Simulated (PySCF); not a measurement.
Quadrupolar nuclei of `CN[SiH]1C=C[SiH2]C=C1` in NMR

Compound: C5H11NSi2.
Structure used (GFN2-xTB), in Å, numbered top down from 1:
```xyz
19
C5H11NSi2 angstrom
C      3.1946   -0.3428   -0.0226
N      1.9460   -0.2998   -0.7422
Si     0.4247   -0.6462   -0.0055
C     -0.8247   -0.6188   -1.4078
C     -2.0730   -0.1799   -1.2765
Si    -2.7899    0.5454    0.3018
C     -1.3829    1.0133    1.4577
C     -0.1388    0.5526    1.3407
H      3.4042    0.5845    0.5230
H      3.1526   -1.1571    0.6970
H      4.0199   -0.5282   -0.7128
H      1.9683    0.3874   -1.4807
H      0.5737   -1.9894    0.5835
H     -0.5010   -1.0093   -2.3674
H     -2.7379   -0.2212   -2.1351
H     -3.5633    1.7555   -0.0278
H     -3.6777   -0.4316    0.9540
H     -1.6167    1.7078    2.2599
H      0.6121    0.8870    2.0533
```

Computed at PBE0/pcSseg-1 (PySCF, non-relativistic):

```json
{"atom": "N2", "environment": "silicon-bound nitrogen", "nucleus": "14N", "spin I": "1", "Q (b)": "0.02044", "CQ = χzz (MHz)": "-5.000", "η": "0.373"}
```

Question: Give the quadrupolar product PQ = |CQ|√(1 + η²/3), the quadrupolar frequency νQ = 3|CQ|/[2I(2I − 1)] and the Larmor frequency ν0 = |g| × 7.62259 MHz/T × B at 9.4 T, with g(14N) = 0.40376.

Answer: 
```csv
atom,PQ (MHz),νQ (MHz),ν0 (MHz),νQ/ν0
N2,5.115,7.501,28.93,0.259
```

For N2: PQ = 5.000 × 1.0229, νQ = 5.000 × 1.5000, ν0 = 3.0777 MHz/T × 9.4 T.

Question: Quadrupolar 1/T1 and linewidth for τc = 1.5 ps (extreme narrowing, isotropic tumbling)?

Answer: Rate = (3π²/10) PQ² τc (2I + 3)/[I²(2I − 1)], the same for T1 and T2; width = rate/π.

```tsv
site	spin factor (2I + 3)/[I²(2I − 1)]	1/T1 (s⁻¹)	T1 (ms)	linewidth (Hz)
14N at N2	5.000	581	1.72	185
```

Solvent, lattice and vibrations would change these gradients. The structure is a single GFN2-xTB conformer in the gas phase; no vibrational or solvent corrections. GFN2-xTB bond lengths can be off by several hundredths of an ångström, more for odd bonds, and the gradients follow them. With so small a basis the couplings can be 20 % off.
